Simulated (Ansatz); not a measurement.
```yaml
crystal:
  periodic: [false, false, false]
  atoms:
    - {symbol: C, position_ang: [1.894046, -1.284622, 1.670444]}
    - {symbol: C, position_ang: [0.966977, -0.593397, 0.734011]}
    - {symbol: C, position_ang: [0.402138, 0.642403, 1.032579]}
    - {symbol: C, position_ang: [-0.233319, 1.335838, 0.007466]}
    - {symbol: C, position_ang: [-0.625237, 2.764664, 0.145613]}
    - {symbol: O, position_ang: [-0.475658, 0.802666, -1.123605]}
    - {symbol: B, position_ang: [-0.383059, -0.739895, -1.340602]}
    - {symbol: C, position_ang: [-1.748550, -1.419784, -0.890562]}
    - {symbol: O, position_ang: [-0.006687, -1.003519, -2.662409]}
    - {symbol: O, position_ang: [0.760001, -1.183611, -0.375605]}
    - {symbol: H, position_ang: [2.076609, -0.702296, 2.571595]}
    - {symbol: H, position_ang: [1.467976, -2.254140, 1.940569]}
    - {symbol: H, position_ang: [2.839836, -1.482349, 1.161012]}
    - {symbol: H, position_ang: [0.601069, 1.122316, 1.978313]}
    - {symbol: H, position_ang: [-0.337278, 3.177705, 1.110484]}
    - {symbol: H, position_ang: [-0.163322, 3.344448, -0.656636]}
    - {symbol: H, position_ang: [-1.707444, 2.849626, 0.018798]}
    - {symbol: H, position_ang: [-2.571192, -1.081405, -1.526456]}
    - {symbol: H, position_ang: [-1.684393, -2.506847, -0.989526]}
    - {symbol: H, position_ang: [-2.016110, -1.195260, 0.147446]}
    - {symbol: H, position_ang: [0.819099, -0.581939, -2.906029]}
basis:
  gaussian: {orbitals: aug-cc-pVTZ, final_grid: {core_spheres: 20, valence_spheres: 16, degree: 47}}
hamiltonian: {xc: {name: HF}}
correlation: {active_space: {window: {electrons: 3, orbitals: 2}}}
output: {forces: true}
```

```sh
$ ansatz run in.yaml --threads 4 --pin off --events-out ev --progress --plain --max-ram 66560MiB --backend cuda --devices 0, --max-vram 37GiB
```

Output, abridged:

```
Functional definition: HF
4089 factors; integrals over basis functions are off by at most 1.0e-3 eV
mean field evaluation 1: about -13138.4123 eV, gradient 6.5e1 eV
mean field evaluation 2: about -13138.7181 eV, gradient 6.5e1 eV
mean field evaluation 4: about -13148.0922 eV, gradient 7.2e0 eV
mean field evaluation 8: about -13148.2460 eV, gradient 5.7e-1 eV
mean field -13148.24709292 eV, -483.1891684630 hartree, gradient 1.1e-6 eV, S^2 0.000000; 0 other end points of the search recorded, 0 dependent functions left out
reference -13148.24709292 eV, -483.1891684630 hartree; 38, 38 occupied and 675, 675 virtual orbitals, 4089 factors
Error: 3 electrons in 2 orbitals form no window around the highest filled level of the reference
```

Question: Something in this input is off. What?

Answer: The active space doesn't fit the electrons. The run stopped with an error.
